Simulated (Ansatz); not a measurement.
KI₂⁻, 3 atoms. Hardware: 4 threads of Intel Xeon Platinum 8488C on a shared host.

In the def2 sets I takes a core potential; there is no spin–orbit coupling. Correlated methods freeze 13 core orbitals; core or outer-core shells of K, I are correlated, in sets that lack core-valence functions.

Problem. How many basis functions does each of these Ansatz runs have, and roughly what does it cost? r2SCAN-D4/def2-TZVPD, charge 0 doublet at the geometry of the charge -1 singlet, energy, from earlier orbitals; HF/def2-TZVPD, charge -1 quintet, energy, from earlier orbitals; HF/def2-TZVPD, charge -1 singlet, energy, from earlier orbitals; PBE-D4/def2-TZVPD, charge -1 triplet, energy, from earlier orbitals; PBE0-D4/def2-SVP, charge -1 triplet, energy with a search over starts; PBE0-D4/def2-TZVPD, charge -1 quintet, relaxation, 8 steps; CAM-B3LYP-D4/def2-TZVPD, charge -1 quintet, energy, from earlier orbitals; HF/def2-TZVPD, charge -1 triplet, energy, from earlier orbitals; PBE0-D4/def2-TZVPD, charge 0 doublet at the geometry of the charge -1 singlet, energy, from earlier orbitals; RPA@PBE/def2-TZVPD, charge -1 quintet, energy, from earlier orbitals; RPA@PBE/def2-TZVPD, charge -1 singlet, energy, from earlier orbitals; PBE-D4/def2-TZVPD, charge -1 unrestricted singlet, energy, from earlier orbitals.

Solution. Other jobs shared the machine, so times can vary by a factor of up to 3. A dash marks memory too small to be measured apart from the calling script's.

```csv
run,functions,fitting or Cholesky vectors,wall time,peak host memory (GiB)
"HF/def2-TZVPD, charge -1 singlet, energy, from earlier orbitals",154,1479,1.1 s,–
"PBE-D4/def2-TZVPD, charge -1 triplet, energy, from earlier orbitals",154,1158,1.6 s,–
"PBE-D4/def2-TZVPD, charge -1 unrestricted singlet, energy, from earlier orbitals",154,1158,1.7 s,–
"PBE0-D4/def2-SVP, charge -1 triplet, energy with a search over starts",76,902,1.9 s,–
"HF/def2-TZVPD, charge -1 triplet, energy, from earlier orbitals",154,1479,2.1 s,–
"RPA@PBE/def2-TZVPD, charge -1 singlet, energy, from earlier orbitals",154,1399,2.4 s,–
"PBE0-D4/def2-TZVPD, charge 0 doublet at the geometry of the charge -1 singlet, energy, from earlier orbitals",154,1293,13 s,0.85
"r2SCAN-D4/def2-TZVPD, charge 0 doublet at the geometry of the charge -1 singlet, energy, from earlier orbitals",154,1158,16 s,–
"HF/def2-TZVPD, charge -1 quintet, energy, from earlier orbitals",154,1399,24 s,0.67
"CAM-B3LYP-D4/def2-TZVPD, charge -1 quintet, energy, from earlier orbitals",154,1254,27 s,0.94
"PBE0-D4/def2-TZVPD, charge -1 quintet, relaxation, 8 steps",154,1293,51 s,0.9
"RPA@PBE/def2-TZVPD, charge -1 quintet, energy, from earlier orbitals",154,1399,66 s,–
```
